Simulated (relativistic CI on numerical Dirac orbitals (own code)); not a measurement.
**d2 in a ligand field**

Computed with a parametric ligand-field model of a d^n configuration (Racah B and C, spin-orbit zeta, crystal field), exact diagonalisation.

Field parameters in Wybourne normalisation: Oh B⁴₀ = 21Dq, B⁴₄ = √(5/14) B⁴₀; Td as Oh with Dq negative (B⁴₀ = 21Dq, B⁴₄ = √(5/14) B⁴₀). The field is a parameter set, without covalency.

Q: Ground term and bands for B = 330, C = 1630, ζ = 0 cm⁻¹, Oh, 10Dq = 9200 cm⁻¹?

A: Ground term 3T1 with 0.02 electrons in the two orbitals of the cubic e set. Spin-allowed: 3T2 8524 cm⁻¹ (1173 nm), 3T1 12798 cm⁻¹ (781 nm), 3A2 17724 cm⁻¹ (564 nm). Lowest spin-forbidden: 1T2 5409 cm⁻¹ (1849 nm), 1E 5482 cm⁻¹ (1824 nm), 1A1 11653 cm⁻¹ (858 nm).

Q: Ground term and bands for B = 300, C = 1290, ζ = 0 cm⁻¹, Oh, 10Dq = 16100 cm⁻¹?

A: Ground term 3T1 with 0.01 electrons in the two orbitals of the cubic e set. Spin-allowed: 3T2 15371 cm⁻¹ (651 nm), 3T1 19142 cm⁻¹ (522 nm), 3A2 31471 cm⁻¹ (318 nm). Lowest spin-forbidden: 1T2 4483 cm⁻¹ (2231 nm), 1E 4517 cm⁻¹ (2214 nm), 1A1 10429 cm⁻¹ (959 nm).

Q: A d2 ion in Td symmetry has the ground term 3A2 and bands at 3T2 3750 cm⁻¹ (2667 nm), 3T1 6404 cm⁻¹ (1562 nm), 1E 9597 cm⁻¹ (1042 nm), 1T2 13045 cm⁻¹ (767 nm), 3T1 13246 cm⁻¹ (755 nm), 1A1 14656 cm⁻¹ (682 nm). Which parameters reproduce them?

A: B = 560, C = 2780, ζ = 0 cm⁻¹, Td, 10Dq = -3750 cm⁻¹.

Q: A d2 ion in Oh symmetry has the ground term 3T1 and bands at 1T2 7590 cm⁻¹ (1317 nm), 1E 7654 cm⁻¹ (1307 nm), 1A1 17756 cm⁻¹ (563 nm), 3T2 27767 cm⁻¹ (360 nm), 3T1 34684 cm⁻¹ (288 nm), 3A2 56867 cm⁻¹ (176 nm). Which parameters reproduce them?

A: B = 550, C = 2050, ζ = 0 cm⁻¹, Oh, 10Dq = 29100 cm⁻¹.

Q: A d2 ion in Oh symmetry has the ground term 3T1 and bands at 1T2 11635 cm⁻¹ (860 nm), 1E 11720 cm⁻¹ (853 nm), 1A1 26865 cm⁻¹ (372 nm), 3T2 36434 cm⁻¹ (274 nm), 3T1 45619 cm⁻¹ (219 nm), 3A2 74634 cm⁻¹ (134 nm). Which parameters reproduce them?

A: B = 730, C = 3500, ζ = 0 cm⁻¹, Oh, 10Dq = 38200 cm⁻¹.
